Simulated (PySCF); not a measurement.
PySCF input for HOSr, SMILES [Sr][OH], multiplicity 2, TDA-PBE/def2-TZVPD. The structure is a stationary point at B3LYP-D3(BJ)/def2-TZVPD. The def2 effective core potentials stand for the cores of Sr; spin–orbit coupling is left out.

```python
import numpy as np
from pyscf import gto, scf, dft, tdscf

mol = gto.M(
    atom='''
    Sr    0.00000000    0.00000000    0.42688582
    O     0.00000000    0.00000000   -1.69612455
    H     0.00000000    0.00000000   -2.65266491
    ''',
    basis='def2-TZVPD',
    ecp={'Sr': 'def2-tzvp'},
    charge=0,
    spin=1,
    max_memory=1600,
    verbose=4,
)
mf = dft.UKS(mol, xc='pbe').density_fit(auxbasis='def2-universal-jkfit')
mf.grids.level = 3
mf.conv_tol = 1e-9
mf.max_cycle = 100
mf.kernel()
fine, coarse = mf.grids, dft.Grids(mol).set(level=1).build(with_non0tab=True)
for _ in range(3):  # follow internal instabilities
    mf.grids = coarse
    mo, _, stable, _ = mf.stability(return_status=True, nroots=4)
    mf.grids = fine
    if stable:
        break
    mf.kernel(mf.make_rdm1(mo, mf.mo_occ))
mf.grids = dft.Grids(mol).set(level=1).build(with_non0tab=True)  # coarser grid for the response kernel
td = tdscf.TDA(mf)
td.nstates = 10
td.conv_tol = 1e-4
td.positive_eig_threshold = 1e-6
td.kernel(x0=td.get_init_guess(mf, 15))
td.analyze(verbose=3)
```

Program output:

```
PySCF version 2.14.0

[INPUT] verbose = 4
[INPUT] num. atoms = 3
[INPUT] num. electrons = 19
[INPUT] charge = 0
[INPUT] spin (= nelec alpha-beta = 2S) = 1
[INPUT] symmetry False subgroup None
[INPUT] Mole.unit = angstrom
[INPUT] Symbol           X                Y                Z      unit          X                Y                Z       unit  Magmom
[INPUT]  1 Sr     0.000000000000   0.000000000000   0.426885820000 AA    0.000000000000   0.000000000000   0.806697286260 Bohr   0.0
[INPUT]  2 O      0.000000000000   0.000000000000  -1.696124550000 AA    0.000000000000   0.000000000000  -3.205210872651 Bohr   0.0
[INPUT]  3 H      0.000000000000   0.000000000000  -2.652664910000 AA    0.000000000000   0.000000000000  -5.012810180144 Bohr   0.0

nuclear repulsion = 26.08475402047
number of shells = 32
number of NR pGTOs = 119
number of NR cGTOs = 82
basis = def2-TZVPD
ecp = {'Sr': 'def2-tzvp'}


[settings echo left out]
init E= -104.86505828829
  alpha nocc = 10  HOMO = -0.263973887480104  LUMO = -0.245980886775734
  beta  nocc = 9  HOMO = -0.553816560294266  LUMO = -0.263973887480104

WARN: HOMO -0.263973887480104 >= LUMO -0.263973887480104

cycle= 1 E= -106.217522787321  delta_E= -1.35  |g|= 0.828  |ddm|=  2.1
  alpha nocc = 10  HOMO = -0.0231856000215645  LUMO = 0.0285691187447342

WARN: beta  nocc = 9  HOMO 0.0195261393522981 >= LUMO 0.0195261393523093


WARN: HOMO 0.0195261393522981 >= LUMO 0.0195261393523093

cycle= 2 E= -100.336932577832  delta_E= 5.88  |g|= 2.26  |ddm|= 3.23
  alpha nocc = 10  HOMO = -0.108699031277951  LUMO = -0.0557874062804764
  beta  nocc = 9  HOMO = -0.429647363173316  LUMO = -0.0946486176356167
  HOMO = -0.108699031278  LUMO = -0.0946486176356  gap/eV = 0.38233
cycle= 3 E= -106.287571821993  delta_E= -5.95  |g|= 0.587  |ddm|= 2.88
  alpha nocc = 10  HOMO = -0.136909226978474  LUMO = -0.0556144917257938
  beta  nocc = 9  HOMO = -0.309373864275941  LUMO = -0.111156518987144
  HOMO = -0.136909226978  LUMO = -0.111156518987  gap/eV = 0.70077
cycle= 4 E= -106.492655005315  delta_E= -0.205  |g|= 0.231  |ddm|= 1.34
  alpha nocc = 10  HOMO = -0.114509312870492  LUMO = -0.0103368655908614
  beta  nocc = 9  HOMO = -0.206956726975065  LUMO = -0.0800307317383577
  HOMO = -0.11450931287  LUMO = -0.0800307317384  gap/eV = 0.93821
cycle= 5 E= -106.523440776054  delta_E= -0.0308  |g|= 0.0337  |ddm|= 0.575
  alpha nocc = 10  HOMO = -0.115338862616952  LUMO = -0.0107243481356556
  beta  nocc = 9  HOMO = -0.208342971927571  LUMO = -0.0813604050708356
  HOMO = -0.115338862617  LUMO = -0.0813604050708  gap/eV = 0.92460
cycle= 6 E= -106.523924919996  delta_E= -0.000484  |g|= 0.0182  |ddm|= 0.0933
  alpha nocc = 10  HOMO = -0.116460714413151  LUMO = -0.0116919762048665
  beta  nocc = 9  HOMO = -0.213551850019718  LUMO = -0.0830162382875415
  HOMO = -0.116460714413  LUMO = -0.0830162382875  gap/eV = 0.91007
cycle= 7 E= -106.524086139146  delta_E= -0.000161  |g|= 0.00507  |ddm|= 0.0452
  alpha nocc = 10  HOMO = -0.116687308431317  LUMO = -0.0117047828934505
  beta  nocc = 9  HOMO = -0.214314089538246  LUMO = -0.0833153585133672
  HOMO = -0.116687308431  LUMO = -0.0833153585134  gap/eV = 0.90810
cycle= 8 E= -106.524102263247  delta_E= -1.61e-05  |g|= 0.00108  |ddm|= 0.0185
  alpha nocc = 10  HOMO = -0.1167305890765  LUMO = -0.0115526704597464
  beta  nocc = 9  HOMO = -0.214608884658729  LUMO = -0.0833076992732167
  HOMO = -0.116730589077  LUMO = -0.0833076992732  gap/eV = 0.90948
cycle= 9 E= -106.524103786271  delta_E= -1.52e-06  |g|= 0.00037  |ddm|= 0.013
  alpha nocc = 10  HOMO = -0.116704777745262  LUMO = -0.01151337387192
  beta  nocc = 9  HOMO = -0.214623390293167  LUMO = -0.0832744989664498
  HOMO = -0.116704777745  LUMO = -0.0832744989664  gap/eV = 0.90968
cycle= 10 E= -106.524103842886  delta_E= -5.66e-08  |g|= 8.24e-05  |ddm|= 0.000811
  alpha nocc = 10  HOMO = -0.116705204876915  LUMO = -0.0115105371961158
  beta  nocc = 9  HOMO = -0.214653249087496  LUMO = -0.0832754706590926
  HOMO = -0.116705204877  LUMO = -0.0832754706591  gap/eV = 0.90967
cycle= 11 E= -106.524103846831  delta_E= -3.95e-09  |g|= 1.06e-05  |ddm|= 0.000133
  alpha nocc = 10  HOMO = -0.116706981916437  LUMO = -0.0115114375893514
  beta  nocc = 9  HOMO = -0.214651678981864  LUMO = -0.0832767706131605
  HOMO = -0.116706981916  LUMO = -0.0832767706132  gap/eV = 0.90968
cycle= 12 E= -106.524103846917  delta_E= -8.58e-11  |g|= 1.22e-06  |ddm|= 3.63e-05
  alpha nocc = 10  HOMO = -0.116706977434024  LUMO = -0.0115112937047974
  beta  nocc = 9  HOMO = -0.21465152774056  LUMO = -0.0832767482883163
  HOMO = -0.116706977434  LUMO = -0.0832767482883  gap/eV = 0.90968
Extra cycle  E= -106.52410384692  delta_E= -2.7e-12  |g|= 6.26e-07  |ddm|= 8.21e-06
converged SCF energy = -106.52410384692  <S^2> = 0.75026246  2S+1 = 2.0002624
tot grids = 15744
uhf_internal: lowest eigs of H = [0.1198861  0.11996075 0.13218328 0.13219485]
<class 'pyscf.df.df_jk.DFUKS'> wavefunction is stable in the internal stability analysis
tot grids = 15744
Overwritten attributes  positive_eig_threshold  of <class 'pyscf.tdscf.uks.TDA'>


******** <class 'pyscf.tdscf.uks.TDA'> for <class 'pyscf.df.df_jk.DFUKS'> ********
nstates = 10
deg_eia_thresh = 1.000e-03
wfnsym = None
conv_tol = 0.0001
eigh lindep = 1e-12
eigh level_shift = 0
eigh max_cycle = 100


Excitation energies (eV)
[1.84097628 1.84097801 1.96375522 1.96425305 2.00427562 3.17908721
 3.17908967 3.25727852 3.5473331  3.5473333 ]

** Excitation energies and oscillator strengths **
Excited State   1:      1.84098 eV    673.47 nm  f=0.2773
Excited State   2:      1.84098 eV    673.47 nm  f=0.2773
Excited State   3:      1.96376 eV    631.36 nm  f=0.0000
Excited State   4:      1.96425 eV    631.20 nm  f=0.0000
Excited State   5:      2.00428 eV    618.60 nm  f=0.1887
Excited State   6:      3.17909 eV    390.00 nm  f=0.0564
Excited State   7:      3.17909 eV    390.00 nm  f=0.0564
Excited State   8:      3.25728 eV    380.64 nm  f=0.0326
Excited State   9:      3.54733 eV    349.51 nm  f=0.0079
Excited State  10:      3.54733 eV    349.51 nm  f=0.0079
```

Self-consistency was reached.

Cost: around 30 core-seconds (rough).
